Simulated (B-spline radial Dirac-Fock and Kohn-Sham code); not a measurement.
## Elastic scattering of 6.46 keV electrons by neutral zinc

Calculated with a radial B-spline solver, using relativistic (Dirac) partial waves in the static field of the Dirac-Fock atom with Furness-McCarthy exchange, without polarisation or absorption potentials.

```
θ (°)  dσ/dΩ (a₀²/sr)  Sherman function
    0            98.9             0.000
   10            2.85             0.000
   20           0.354             0.002
   30           0.103             0.004
   40          0.0418             0.004
   50          0.0211             0.001
   60          0.0125            -0.006
   70         0.00825            -0.015
   80         0.00587            -0.026
   90         0.00443            -0.035
  100         0.00351            -0.043
  110         0.00290            -0.046
  120         0.00248            -0.047
  130         0.00219            -0.044
  140         0.00199            -0.038
  150         0.00185            -0.031
  160         0.00176            -0.021
  170         0.00171            -0.011
  180         0.00169             0.000
```

The total elastic cross section is 1.74 a₀², the first transport cross section 0.0806 a₀² and the second, weighted with (3/2) sin²θ, 0.161 a₀². The mean deflection is ⟨1 − cos θ⟩ = 0.0463, and 0.96 % of the collisions scatter beyond 90°.
